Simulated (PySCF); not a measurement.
Se⁻ (selenium, charge -1) across methods

[Ar] 3d10 4s2 4p5, 2P determinant. Calculation: PySCF 2.14, in aug-cc-pVDZ-PP with ECP10MDF; a scalar-relativistic core potential.

```
   method  E (hartree)  mean ε 4s β (eV)  mean ε 4p α (eV)  mean ε 4p β (eV)  Σ⟨r²⟩ (bohr²)   ⟨S²⟩
  wB97X-V    -373.1541           -13.417            -2.762            -2.075          56.93  0.753
   r2SCAN    -373.0651            -9.406             0.139             0.879          57.35  0.755
     PBE0    -373.1523           -10.671            -0.643             0.104          57.37  0.753
      UHF   -371.88102           -14.589            -3.244            -2.090          56.69  0.759
      PBE    -373.1813            -9.117             0.376             1.031          58.75  0.752
   PBEsol    -372.8191            -9.143             0.386             1.050          58.55  0.752
      LDA    -372.6411            -9.455             0.268             0.903          58.88  0.752
   M06-2X    -373.3489           -11.837            -1.581            -0.802          57.33  0.755
CAM-B3LYP    -373.1706           -12.387            -1.832            -1.127          57.64  0.753
```

Energies and moments cover only the electrons outside the core potential.

The highest occupied level is positive at r2SCAN, PBE0, PBE, PBEsol, LDA: only the finite basis holds that electron, which in a density functional comes from self-interaction.
